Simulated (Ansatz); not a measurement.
Geometry optimisation, RKS PBE-D4/def2-SVP (Ansatz 0.2.0).

input.yaml

```yaml
crystal:
  periodic: [false, false, false]
  atoms:
    - { symbol: B, position_ang: [-1.6208, 1.2599, 0.2749] }
    - { symbol: B, position_ang: [-0.7173, -0.0438, 0.4264] }
    - { symbol: C, position_ang: [0.7042, -0.0866, -0.2468] }
    - { symbol: "N", position_ang: [1.431, -1.3766, 0.0028] }
    - { symbol: F, position_ang: [1.5205, 0.899, 0.3108] }
    - { symbol: H, position_ang: [-2.7469, 1.3411, 0.7448] }
    - { symbol: H, position_ang: [-1.2472, 2.245, -0.3325] }
    - { symbol: H, position_ang: [-1.0921, -0.9576, 1.0134] }
    - { symbol: H, position_ang: [0.653, 0.1121, -1.2843] }
    - { symbol: H, position_ang: [2.25113, -1.08831, 0.6354] }
    - { symbol: H, position_ang: [0.87646, -2.0061, 0.46553] }
basis:
  gaussian: { orbitals: def2-SVP }
hamiltonian:
  xc: pbe
  dispersion: d4
relax:
  f_tol: 0.015
  max_steps: 40
```

Run as:

```bash
$ ansatz run input.yaml --threads 2 --pin off --max-ram 3072MiB --backend cpu --events-out ev --progress --plain --runs-dir out
```

Problem. Where does it end, and by what steps?

Solution. The run converged. After 29 steps the energy has fallen by 3.842 eV; H10 moved furthest, 2.31 Å. Parted: C3–F5. Joined: B1–H8, B2–F5.

```
step  energy less start (eV)  largest force component (eV/Å)  accepted
   0                  0.0000                           3.500       yes
   2                 -0.8242                           0.798       yes
   4                 -1.1950                           1.155       yes
   6                 -1.6400                           0.536       yes
   8                 -1.8553                           0.934       yes
  10                 -2.2669                           0.837       yes
  12                 -2.4544                           0.784       yes
  14                 -2.7278                           0.616       yes
  16                 -3.1449                           0.900       yes
  18                 -3.6846                           1.040       yes
  20                 -3.7710                           0.478       yes
  22                 -3.8342                           0.185       yes
  24                 -3.8410                           0.140       yes
  26                 -3.8419                           0.022       yes
  28                 -3.8420                           0.043        no
  29                 -3.8422                           0.009       yes
```

```xyz
11
Properties=species:S:1:pos:R:3
B -1.296 0.754 0.243
B 0.294 0.883 0.756
C 1.000 -0.128 -0.122
N 0.809 -1.454 -0.223
F 0.854 1.972 1.351
H -1.756 -0.243 -0.276
H -1.963 1.761 0.402
H -0.759 0.334 1.453
H 1.693 0.279 -0.884
H 0.992 -1.950 -1.098
H 0.143 -1.908 0.407
```

Run time: 42 s on 2 threads of AMD EPYC 7B13 (Zen 3), on a shared host, peak memory 0.17 GiB.
